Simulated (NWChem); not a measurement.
Program: NWChem. System: I₂Sn, charge 0, spin multiplicity 1, at a geometry optimised with PBE0/def2-SVP with def2 effective core potentials on Sn, I. The structure started from a generated list of species. Level: MP2/def2-SVPD with def2 effective core potentials on Sn, I, 12 core orbitals frozen.

NWChem printed:

```
             Northwest Computational Chemistry Package (NWChem) 7.3.0
             --------------------------------------------------------

                                NWChem Input Module
                                -------------------

 Scaling coordinates for geometry "geometry" by  1.889725989
 (inverse scale =  0.529177249)

 Turning off AUTOSYM since
 SYMMETRY directive was detected!

                             Geometry "geometry" -> ""
                             -------------------------

 Output coordinates in angstroms (scale by  1.889725989 to convert to a.u.)

  No.       Tag          Charge          X              Y              Z
 ---- ---------------- ---------- -------------- -------------- --------------
    1 Sn                  50.0000     0.00000000     0.00000000    -1.18799700
    2 I                   53.0000    -2.11614000     0.00000000     0.56037600
    3 I                   53.0000     2.11614000     0.00000000     0.56037600

 Effective nuclear repulsion energy (a.u.)    1372.9573907043

            Nuclear Dipole moment (a.u.)
            ----------------------------
        X                 Y               Z
 ---------------- ---------------- ----------------
     0.0000000000     0.0000000000     0.0000113384

      Symmetry information
      --------------------

 Group name             C2v
 Group number             16
 Group order               4
 No. of unique centers     2

      Symmetry unique atoms

     1    2


 Summary of "ao basis" -> "" (spherical)
 ------------------------------------------------------------------------------
       Tag                 Description            Shells   Functions and Types
 ---------------- ------------------------------  ------  ---------------------
 *                         def2-svpd                  on all atoms

 Summary of "ao basis" -> "ao basis" (spherical)
 ------------------------------------------------------------------------------
       Tag                 Description            Shells   Functions and Types
 ---------------- ------------------------------  ------  ---------------------
 Sn                        def2-svpd                12       32   5s4p3d
 I                         def2-svpd                13       35   5s5p3d

                                 NWChem SCF Module
                                 -----------------

  ao basis        = "ao basis"
  functions       =   102
  atoms           =     3
  closed shells   =    36
  open shells     =     0
  charge          =   0.00
  wavefunction    = RHF
  use symmetry    = T
  symmetry adapt  = T

 Summary of "ao basis" -> "ao basis" (spherical)
 ------------------------------------------------------------------------------
       Tag                 Description            Shells   Functions and Types
 ---------------- ------------------------------  ------  ---------------------
 Sn                        def2-svpd                12       32   5s4p3d
 I                         def2-svpd                13       35   5s5p3d

      Symmetry analysis of basis
      --------------------------

        a1         39
        a2         14
        b1         31
        b2         18

 Forming initial guess at       0.1s

      Superposition of Atomic Density Guess
      -------------------------------------

 Sum of atomic energies:        -943.34601558

      Non-variational initial energy
      ------------------------------

 Total energy =    -806.777565
 1-e energy   =   -1990.770400
 2-e energy   =     893.788003
 HOMO         =      -0.265172
 LUMO         =      -0.059474

      Symmetry analysis of molecular orbitals - initial
      -------------------------------------------------

  Numbering of irreducible representations:

     1 a1          2 a2          3 b1          4 b2

  Orbital symmetries:

     1 a1          2 b1          3 a1          4 a1          5 b1
     6 a1          7 b2          8 b1          9 a2         10 b1
    11 a1         12 b2         13 a1         14 b1         15 a1
    16 b2         17 a2         18 b1         19 a1         20 b2
    21 a2         22 b1         23 b1         24 a1         25 a1
    26 a2         27 b2         28 a1         29 b1         30 a1
[...]
              MO Center=  9.9D-15, -2.0D-15,  4.9D-01, r^2= 6.7D+00
   Bfn.  Coefficient  Atom+Function         Bfn.  Coefficient  Atom+Function
  ----- ------------  ---------------      ----- ------------  ---------------
    44      0.357619  2 I  px                79      0.357619  3 I  px
    47      0.342807  2 I  px                82      0.342807  3 I  px
    46      0.239373  2 I  pz                81     -0.239373  3 I  pz
    49      0.221138  2 I  pz                84     -0.221138  3 I  pz

 Vector   36  Occ=2.000000D+00  E=-3.393496D-01  Symmetry=a1
              MO Center= -1.9D-14, -9.1D-16, -3.4D-01, r^2= 6.4D+00
   Bfn.  Coefficient  Atom+Function         Bfn.  Coefficient  Atom+Function
  ----- ------------  ---------------      ----- ------------  ---------------
     3      0.379977  1 Sn s                 49      0.337368  2 I  pz
    84      0.337368  3 I  pz                46      0.335159  2 I  pz
    81      0.335159  3 I  pz                 4      0.325999  1 Sn s
    14     -0.275837  1 Sn pz                 2     -0.152675  1 Sn s

 Vector   37  Occ=0.000000D+00  E=-2.784742D-02  Symmetry=b2
              MO Center=  8.2D-14,  2.4D-16, -1.1D+00, r^2= 4.8D+00
   Bfn.  Coefficient  Atom+Function         Bfn.  Coefficient  Atom+Function
  ----- ------------  ---------------      ----- ------------  ---------------
    16      0.623031  1 Sn py                13      0.438580  1 Sn py
    48     -0.202754  2 I  py                83     -0.202754  3 I  py
    10     -0.152184  1 Sn py

 Vector   38  Occ=0.000000D+00  E= 3.307747D-02  Symmetry=a1
              MO Center= -3.6D-14, -2.5D-15, -1.2D+00, r^2= 1.1D+01
   Bfn.  Coefficient  Atom+Function         Bfn.  Coefficient  Atom+Function
  ----- ------------  ---------------      ----- ------------  ---------------
     4      1.275758  1 Sn s                  5     -1.202276  1 Sn s
    17      0.372809  1 Sn pz                14      0.326096  1 Sn pz
    37      0.266900  2 I  s                 72      0.266900  3 I  s
     3      0.235932  1 Sn s                 30     -0.215141  1 Sn d  0
    47     -0.212101  2 I  px                82      0.212101  3 I  px

 Vector   39  Occ=0.000000D+00  E= 4.381107D-02  Symmetry=b1
              MO Center= -1.1D-13,  8.4D-15, -7.0D-01, r^2= 1.3D+01
   Bfn.  Coefficient  Atom+Function         Bfn.  Coefficient  Atom+Function
  ----- ------------  ---------------      ----- ------------  ---------------
    50      0.521818  2 I  px                85      0.521818  3 I  px
    15      0.493189  1 Sn px                12      0.354351  1 Sn px
    31      0.345779  1 Sn d  1              49     -0.212824  2 I  pz
    84      0.212824  3 I  pz                35      0.165032  2 I  s
    70     -0.165032  3 I  s

 center of mass
 --------------
 x =   0.00000000 y =   0.00000000 z =   0.01096558

 moments of inertia (a.u.)
 ------------------
         878.787107773779           0.000000000000           0.000000000000
           0.000000000000        4937.417013778257           0.000000000000
           0.000000000000           0.000000000000        4058.629906004478

  Mulliken analysis of the total density
  --------------------------------------

    Atom       Charge   Shell Charges
 -----------   ------   -------------------------------------------------------
    1 Sn  22    21.09   1.60  0.43  1.31  0.50 -0.07  3.27  2.73  0.83  0.38  9.78  0.35 -0.02
    2 I   25    25.46   1.83  0.22  1.20  0.73  0.01  2.93  3.13  2.56  2.74  0.08  9.82  0.20  0.01
    3 I   25    25.46   1.83  0.22  1.20  0.73  0.01  2.93  3.13  2.56  2.74  0.08  9.82  0.20  0.01

       Multipole analysis of the density wrt the origin
       ------------------------------------------------

     L   x y z        total         open         nuclear
     -   - - -        -----         ----         -------
     0   0 0 0      0.000000      0.000000     72.000000

     1   1 0 0     -0.000000      0.000000      0.000000
     1   0 1 0      0.000000      0.000000      0.000000
     1   0 0 1     -1.152661      0.000000      3.558101

     2   2 0 0    -64.525257      0.000000    799.569959
     2   1 1 0      0.000000      0.000000      0.000000
     2   1 0 1      0.000000      0.000000      0.000000
     2   0 2 0    -57.797437      0.000000      0.000000
     2   0 1 1     -0.000000      0.000000      0.000000
     2   0 0 2    -57.662199      0.000000    166.948950

                   NWChem MP2 Semi-direct Energy/Gradient Module
                   ---------------------------------------------

  Basis functions       =    102
  Molecular orbitals    =    102
  Frozen core           =     12
  Frozen virtuals       =      0
  Active alpha occupied =     24
  Active beta occupied  =     24
  Active alpha virtual  =     66
  Active beta virtual   =     66
  Use MO symmetry       = T
  Use skeleton AO sym   = T

  AO/Fock/Back tols     =   1.0D-09  1.0D-09  1.0D-09

 GA uses MA = F    GA memory limited = T

 Available:
  local mem=  1.26D+08
 global mem=  1.44D+08
 local disk=  0.00D+00
  mp2_memr nvloc                    66
  nvloc new                    66
   1 passes of  24:        3145728                      61616                  27446728.
   1 passes of  24: M    126149005           G      144158392           F     123003277.

 Semi-direct pass number   1 of   1  for RHF alpha+beta  at        1.0s
  vrange nnbf                  5093
  mp2_eaftype                   104  avail_ma_in_mb                  1099
 EAF : mp2_eaftype filesize         104   13723364.
  mp2_eaf for mointskh                    104
Node 0 wrote     64.5 Mb in      0.0 s     Agg I/O rate:  3496.2 Mb/s
 Done moints_semi at        3.4s
  mp2_eaftype                   104  avail_ma_in_mb                   995
 EAF : mp2_eaftype filesize         104   13723364.
  mp2_eaf for kh                   104
 Done maket at        3.5s
 Done multipass loop at        3.5s

          -------------------------------------------
          SCF energy                -806.773902395427
          Correlation energy          -0.338271833471
          Singlet pairs               -0.182933326598
          Triplet pairs               -0.155338506873
          Total MP2 energy          -807.112174228898
          -------------------------------------------

          ---------------------------------------------------
                    Spin Component Scaled (SCS) MP2
          Same spin pairs                     -0.103559004582
          Same spin scaling factor             0.333333333333
          Opposite spin pairs                 -0.234712828889
          Opposite spin scaling fact.          1.200000000000
          SCS-MP2 correlation energy          -0.316175062861
          Total SCS-MP2 energy              -807.090077458288
          ---------------------------------------------------

 -----------------------
 Performance information
 -----------------------

 Timer overhead =  1.32D-07 seconds/call

               Nr. of calls         CPU time (s)                 Wall time (s)                GFlops
             ---------------    -------------------     ------------------------------   -------------------
Name         Min   Avg   Max    Min     Avg     Max     Min     Avg     Max   Mx/calls   Min     Max     Sum
mp2: moin     1     1     1    2.3     2.3     2.3      2.3     2.3     2.3     2.3      0.0     0.0     0.0
mp2: make     1     1     1   0.15    0.15    0.15     0.15    0.15    0.15    0.15      0.0     0.0     0.0
mp2: tota     1     1     1    2.5     2.5     2.5      2.5     2.5     2.5     2.5      0.0     0.0     0.0

 The average no. of pstat calls per process was 3.00D+00
 with a timing overhead of 3.96D-07s

 Task  times  cpu:        3.5s     wall:        3.5s

 Total times  cpu:        3.5s     wall:        3.5s
```

Q: Write an NWChem input that would produce this output.

A: This is not unique; one that fits is 
```
start mol
memory heap 200 mb stack 900 mb global 1100 mb
geometry units angstroms nocenter noautoz
  Sn     0.000000     0.000000    -1.187997
  I     -2.116140     0.000000     0.560376
  I      2.116140     0.000000     0.560376
  symmetry group C2v
end
basis spherical
  * library def2-svpd
end
ecp
  Sn library def2-ecp
  I library def2-ecp
end
scf
  rhf
  nopen 0
  maxiter 100
  thresh 1e-7
  semidirect memsize 60000000 filesize 0
end
mp2
  freeze core 12
end
task mp2 energy
```
